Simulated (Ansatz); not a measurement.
Computed with Ansatz (a first-principles code) with frozen-core CCSD(T)/cc-pVTZ // B3LYP-D3(BJ)/def2-TZVP.

Ansatz 0.2 input:
```yaml
crystal:
  periodic: [false, false, false]
  atoms:
    - { symbol: B, position_ang: [-1.632351, -0.526886, 0.298048] }
    - { symbol: C, position_ang: [-0.496796, 0.386379, -0.231039] }
    - { symbol: O, position_ang: [0.696092, -0.289971, -0.649301] }
    - { symbol: B, position_ang: [1.896985, -0.050468, -0.104428] }
    - { symbol: H, position_ang: [-2.653239, -0.003269, 0.621256] }
    - { symbol: H, position_ang: [-1.505567, -1.705773, 0.386474] }
    - { symbol: H, position_ang: [-0.879354, 0.953379, -1.091834] }
    - { symbol: H, position_ang: [-0.258113, 1.149699, 0.525898] }
    - { symbol: H, position_ang: [2.819946, -0.67865, -0.523153] }
    - { symbol: H, position_ang: [2.012396, 0.76556, 0.768082] }
basis:
  gaussian: { orbitals: cc-pVTZ }
correlation:
  method: ccsd_t
```

Output:

```
Functional definition: HF
1167 factors; integrals over basis functions are off by at most 1.1e-3 eV
mean field evaluation 1: about -4505.1173 eV, gradient 3.1e1 eV
mean field evaluation 2: about -4505.1180 eV, gradient 3.1e1 eV
mean field evaluation 4: about -4507.6096 eV, gradient 4.5e0 eV
mean field evaluation 8: about -4507.6642 eV, gradient 2.2e-4 eV
mean field evaluation 16: about -4507.6643 eV, gradient 1.8e-1 eV
mean field -4507.66416320 eV, -165.6536025930 hartree, gradient 1.1e-6 eV, S^2 0.000000; 0 other end points of the search recorded, 0 dependent functions left out
4 core orbitals not correlated
reference -4507.66416320 eV, -165.6536025930 hartree; 11, 11 occupied and 189, 189 virtual orbitals, 1167 factors
second order -16.65683018 eV of doubles, -0.00000000 eV of singles
cycle   1  -17.19362182 eV  change   -5.4e-1 eV  update   9.4e-2
cycle   2  -17.65458544 eV  change   -4.6e-1 eV  update   2.8e-2
cycle   3  -17.76272104 eV  change   -1.1e-1 eV  update   1.6e-2
cycle   4  -17.74995702 eV  change    1.3e-2 eV  update   4.8e-3
cycle   5  -17.75001793 eV  change   -6.1e-5 eV  update   2.4e-3
cycle   6  -17.75037103 eV  change   -3.5e-4 eV  update   6.3e-4
cycle   7  -17.75005551 eV  change    3.2e-4 eV  update   2.0e-4
cycle   8  -17.75007156 eV  change   -1.6e-5 eV  update   6.1e-5
cycle   9  -17.75009898 eV  change   -2.7e-5 eV  update   2.2e-5
perturbative correction -0.64429723 eV, -0.0236774863 hartree
Total energy: -4526.05855940 eV, -166.3295841853 hartree
```

Cost: about 80 core-seconds (a rough figure).
